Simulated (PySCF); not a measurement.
Compound: methyl 2-methylbutyrate, C₆H₁₂O₂.
Atom-mapped SMILES: `[CH3:1][CH2:2][C@@H:3]([CH3:4])[C:5](=[O:6])[O:7][CH3:8]` (hydrogens: H9, H10, H11 on C1; H12, H13 on C2; H14 on C3; H15, H16, H17 on C4; H18, H19, H20 on C8)

Computed with PySCF at CAM-B3LYP/def2-SVPD, non-relativistic, on one gas-phase PBE0-D3(BJ)/def2-SVP geometry that isn't relaxed in the solvent. The solvent is an IEF-PCM continuum (Bondi radii, 1.10 Å for H, scaled by 1.2), and excitations are vertical TDDFT with non-equilibrium linear response and a frozen core. Only the electrostatic response of the medium enters.

Gas-phase singlets (H = HOMO, L = LUMO):

| state | E (eV) | λ (nm) | f | leading configurations |
| --- | --- | --- | --- | --- |
| S1 | 5.919 | 209 | 0.002 | H→L+1 68%, H→L 17% |
| S2 | 7.828 | 158 | 0.009 | H→L 66%, H→L+1 19% |
| S3 | 8.203 | 151 | 0.107 | H-1→L+1 57%, H-1→L 21% |
| S4 | 8.443 | 147 | 0.017 | H-1→L 61%, H-1→L+1 26% |
| S5 | 8.638 | 144 | 0.005 | H-5→L+1 32%, H-3→L+1 15%, H-4→L+1 12% |

**Question.** What are the lowest 5 singlets in chloroform (ε = 4.711)?

**Answer.** 
| state | E (eV) | λ (nm) | f | leading configurations | change by rank (eV) |
| --- | --- | --- | --- | --- | --- |
| S1 | 6.000 | 207 | 0.003 | H→L+1 50%, H→L 40% | +0.081 |
| S2 | 7.924 | 156 | 0.008 | H→L 41%, H→L+1 38% | +0.096 |
| S3 | 8.108 | 153 | 0.159 | H-1→L+1 42%, H-1→L 39% | -0.095 |
| S4 | 8.505 | 146 | 0.019 | H-1→L+1 38%, H-1→L 37% | +0.062 |
| S5 | 8.539 | 145 | 0.021 | H-2→L 37%, H-2→L+1 28% | -0.099 |

**Question.** Give the list for tetrahydrofuran (ε = 7.426), n² = 1.97.

**Answer.** 
```csv
state,E (eV),λ (nm),f,leading configurations,change by rank (eV)
S1,6.014,206,0.003,"H→L 46%, H→L+1 45%",+0.095
S2,7.935,156,0.007,"H→L+1 42%, H→L 36%",+0.107
S3,8.107,153,0.159,"H-1→L 43%, H-1→L+1 37%",-0.096
S4,8.508,146,0.016,"H-2→L+1 24%, H-2→L 20%, H-1→L+1 16%",+0.065
S5,8.528,145,0.025,"H-1→L+1 30%, H-2→L 23%, H-1→L 22%",-0.110
```

**Question.** How do the frontier levels move from gas to tetrahydrofuran?

**Answer.** 
```json
{"orbital": "LUMO+2", "gas (eV)": "1.80", "solvent (eV)": "1.96", "change (eV)": "+0.16", "Löwdin shares, gas": "C1 13 %, C8 12 %, H13 10 %, C2 9 %", "Löwdin shares, solvent": "C1 18 %, C8 11 %, H10 11 %, C2 8 %"}
{"orbital": "LUMO+1", "gas (eV)": "1.39", "solvent (eV)": "1.37", "change (eV)": "-0.02", "Löwdin shares, gas": "C5 27 %, O6 22 %, O7 13 %, C8 8 %", "Löwdin shares, solvent": "C5 24 %, O6 20 %, O7 11 %, C8 11 %"}
{"orbital": "LUMO", "gas (eV)": "1.19", "solvent (eV)": "1.25", "change (eV)": "+0.06", "Löwdin shares, gas": "C8 14 %, C4 11 %, C5 11 %, O7 9 %", "Löwdin shares, solvent": "C5 20 %, O6 17 %, O7 10 %, C4 10 %"}
{"orbital": "HOMO", "gas (eV)": "-9.44", "solvent (eV)": "-9.59", "change (eV)": "-0.15", "Löwdin shares, gas": "O6 61 %, C3 10 %, C5 9 %, O7 9 %", "Löwdin shares, solvent": "O6 58 %, C3 11 %, C5 10 %, O7 9 %"}
{"orbital": "HOMO-1", "gas (eV)": "-10.26", "solvent (eV)": "-10.29", "change (eV)": "-0.03", "Löwdin shares, gas": "O7 43 %, O6 25 %, C8 10 %, C5 6 %", "Löwdin shares, solvent": "O7 42 %, O6 20 %, C8 11 %, H18 6 %"}
{"orbital": "HOMO-2", "gas (eV)": "-10.77", "solvent (eV)": "-10.67", "change (eV)": "+0.10", "Löwdin shares, gas": "C2 23 %, C3 19 %, C1 14 %, H12 9 %", "Löwdin shares, solvent": "C2 22 %, C3 19 %, C1 14 %, C4 7 %"}
{"orbital": "HOMO-3", "gas (eV)": "-10.95", "solvent (eV)": "-10.87", "change (eV)": "+0.08", "Löwdin shares, gas": "C2 24 %, C1 19 %, C3 10 %, H12 7 %", "Löwdin shares, solvent": "C2 24 %, C1 18 %, C3 10 %, H12 8 %"}
```

The HOMO–LUMO gap goes from 10.63 to 10.83 eV. Rows go by rank; for LUMO and LUMO+1 the atom shares or the degeneracy differ between the runs, so the row needn't follow one orbital.

Hardware: one thread of an AMD EPYC 7R43, shared host. Cost: 65 s of wall time, 1.3 GiB resident at most. This is the whole response run at CAM-B3LYP/def2-SVPD in tetrahydrofuran, SCF included.

The values belong to the conformer `[CH3:1][CH2:2][C@@H:3]([CH3:4])[C:5](=[O:6])[O:7][CH3:8]`: C1–C2–C3–C4 173°, C2–C3–C5–O6 -30°, C3–C5–O7–C8 177°.
